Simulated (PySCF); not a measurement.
Level of theory: PBE-D3(BJ)/def2-TZVP // CAM-B3LYP-D3(BJ)/def2-TZVP in PySCF 2.14.0. All species are isolated molecules in the gas phase. One relaxed conformer stands for a flexible species; it need not be the lowest. Delta-SCF ions had no search for a lower state. Excitations are Tamm–Dancoff values on a coarser integration grid. The basis has no diffuse functions, so Rydberg states are missing or too high.

Reference species (SMILES): `C(/C=C\C)(=C)B` (neutral, multiplicity 1).

```json
{
 "S1 oscillator strength": "0.033",
 "vertical ionisation energy (Delta-SCF)": "8.69 eV",
 "S1 excitation (TDA)": "3.57 eV"
}
```

After one change: the S1 oscillator strength stays essentially unchanged; the vertical ionisation energy (Delta-SCF) falls by 0.09 eV; the S1 excitation (TDA) decreases by 0.07 eV.

Question: What was changed between the two runs? The new species is one of these.
A) `B/C=C(\C)C=C`
B) `BC(=C)/C=C/C`
C) `B/C=C\C=C/C`
D) `B/C=C/C=C/C`

Answer: B, `BC(=C)/C=C/C`
